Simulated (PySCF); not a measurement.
## Optical rotation: `[C@@H](C)(S)[C@H]1C[C@H]1C#N`, C$_{6}$H$_{9}$NS

Molfile (atoms numbered from 1):
```
C6H9NS
     RDKit          3D

 17 17  0  0  0  0  0  0  0  0999 V2000
   -1.5090   -1.2193   -0.2387 C   0  0  0  0  0  0  0  0  0  0  0  0
   -0.6968   -0.2409    0.5940 C   0  0  2  0  0  0  0  0  0  0  0  0
   -1.7877    0.7186    1.7258 S   0  0  0  0  0  0  0  0  0  0  0  0
    0.1026    0.7106   -0.2563 C   0  0  1  0  0  0  0  0  0  0  0  0
    1.3387    1.3478    0.2837 C   0  0  0  0  0  0  0  0  0  0  0  0
    1.4601    0.2890   -0.7865 C   0  0  1  0  0  0  0  0  0  0  0  0
    1.9721   -0.9880   -0.4396 C   0  0  0  0  0  0  0  0  0  0  0  0
    2.3787   -2.0228   -0.1653 N   0  0  0  0  0  0  0  0  0  0  0  0
   -0.8380   -1.8595   -0.8090 H   0  0  0  0  0  0  0  0  0  0  0  0
   -2.1232   -1.8449    0.4039 H   0  0  0  0  0  0  0  0  0  0  0  0
   -2.1597   -0.6876   -0.9318 H   0  0  0  0  0  0  0  0  0  0  0  0
   -0.0365   -0.7844    1.2746 H   0  0  0  0  0  0  0  0  0  0  0  0
   -2.5485    1.2476    0.7685 H   0  0  0  0  0  0  0  0  0  0  0  0
   -0.5038    1.2977   -0.9380 H   0  0  0  0  0  0  0  0  0  0  0  0
    1.6466    1.0809    1.2841 H   0  0  0  0  0  0  0  0  0  0  0  0
    1.5672    2.3665    0.0101 H   0  0  0  0  0  0  0  0  0  0  0  0
    1.7304    0.6008   -1.7891 H   0  0  0  0  0  0  0  0  0  0  0  0
  1  2  1  0
  2  3  1  0
  2  4  1  0
  4  5  1  0
  5  6  1  0
  6  7  1  0
  7  8  3  0
  6  4  1  0
  1  9  1  0
  1 10  1  0
  1 11  1  0
  2 12  1  1
  3 13  1  0
  4 14  1  6
  5 15  1  0
  5 16  1  0
  6 17  1  6
M  END
```

Computed, not measured: TDDFT PBE0/def2-SVPD circular dichroism and optical rotation, one conformer, gas phase (PySCF). Geometry: GFN2-xTB.

The molecule is flexible and this is one conformer; a measurement averages over conformers. States above about 7.1 eV lie in this functional's continuum (it starts at minus the energy of the highest occupied orbital, well below the true ionisation energy for most functionals) and depend on the basis.

Stereocentres: C2 S, C4 S, C6 R.

Give the optical rotatory dispersion at 633, 589.3, 546, 436, 405, 365, 355 nm.

[α] in deg dm⁻¹ (g/mL)⁻¹:
| λ (nm) | origin-invariant length gauge | modified velocity gauge | length gauge (centre of mass) | isotropic polarisability (au) |
| --- | --- | --- | --- | --- |
| 633 | +45.0 | +55.9 | +45.1 | 95.1 |
| 589.3 | +53.3 | +66.0 | +53.3 | 95.5 |
| 546 | +64.1 | +79.0 | +64.1 | 95.9 |
| 436 | +114.3 | +138.7 | +114.4 | 97.8 |
| 405 | +140.4 | +169.1 | +140.4 | 98.6 |
| 365 | +190.8 | +227.2 | +190.9 | 100.2 |
| 355 | +207.9 | +246.8 | +208.1 | 100.6 |

And for the mirror image at 589.3 nm?

-53.3 deg dm⁻¹ (g/mL)⁻¹ (origin-invariant length gauge): the same size and the opposite sign.

What is the molar rotation [Φ] = [α]·M/100 of the geometry above at 589.3 nm?

With M = 127.20 g/mol, +67.8 deg cm² dmol⁻¹ (origin-invariant length gauge).

The first excitation lies at 5.55 eV (223 nm) with R = +1.0 × 10⁻⁴⁰ esu² cm² (velocity form).
